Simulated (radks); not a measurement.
The numbers below are computed, except where a source is named.
Species: Dy I. Configuration: [Xe] 4f10 6s2.

Level of theory: scalar-relativistic Kohn-Sham, exchange-only B88, spin-polarised, spherical densities, point nucleus; open shells are filled with parallel spins first (spin-orbit coupling, left out, can overturn this in heavy ions) (a radial shooting solver on a logarithmic mesh with Libxc functionals).

Energy parts (eV):
| part | energy |
|---|---|
| total | -330747.16 |
| kinetic | 356970.06 |
| electron-nucleus | -809600.88 |
| Hartree | 128970.50 |
| exchange | -7086.83 |

Orbitals (lengths in bohr, moments of r in powers of bohr; <r^-3> diverges for s and p1/2; r(max) is where P^2 peaks):
orbital  occ.  eigenvalue (eV)  <r^-3>   r(max)      <r>      <r^4>
1s up       1        -53667.97       -  0.01337  0.02111  9.908e-07
1s down     1        -53667.97       -  0.01337  0.02111  9.908e-07
2s up       1        -8935.973       -  0.07603  0.08976  0.0001558
2s down     1        -8935.938       -  0.07603  0.08976  0.0001558
2p up       3        -7928.434   12810  0.06168  0.07945  0.0001174
2p down     3        -7928.409   12810  0.06168  0.07945  0.0001174
3s up       1        -1988.651       -   0.2154   0.2346   0.005962
3s down     1        -1987.023       -   0.2154   0.2345   0.005950
3p up       3        -1679.432    2723   0.2117   0.2335   0.006274
3p down     3        -1677.810    2727   0.2116   0.2333   0.006258
3d up       5        -1281.748   364.5   0.1729   0.2122   0.004964
3d down     5        -1280.507   365.1   0.1729   0.2120   0.004945
4s up       1        -393.8364       -   0.4939   0.5299     0.1462
4s down     1        -390.1216       -   0.4939   0.5299     0.1463
4p up       3        -292.0441   611.2   0.5159   0.5616     0.1929
4p down     3        -288.3659   610.5   0.5158   0.5617     0.1932
4d up       5        -153.5024   68.46   0.5344   0.6096     0.3042
4d down     5        -149.8722   68.30   0.5343   0.6102     0.3066
5s up       1         -48.8154       -    1.154    1.296      5.376
5s down     1         -46.8878       -    1.162    1.309      5.636
5p up       3         -25.0345   77.74    1.318    1.540      11.72
5p down     3         -23.6436   74.10    1.332    1.565      12.63
4f up       7          -3.4848   9.101   0.5379   0.8646      4.125
6s up       1          -3.2183       -    3.433    4.152      650.9
6s down     1          -3.1074       -    3.507    4.241      709.7
4f down     3          -0.3514   8.662   0.5398   0.9377      15.60

The highest occupied level is 4f down at -0.351 eV. The density falls to 0.001 e/bohr^3 at r = 5.18 bohr. Spin moment in Bohr magnetons: 4.
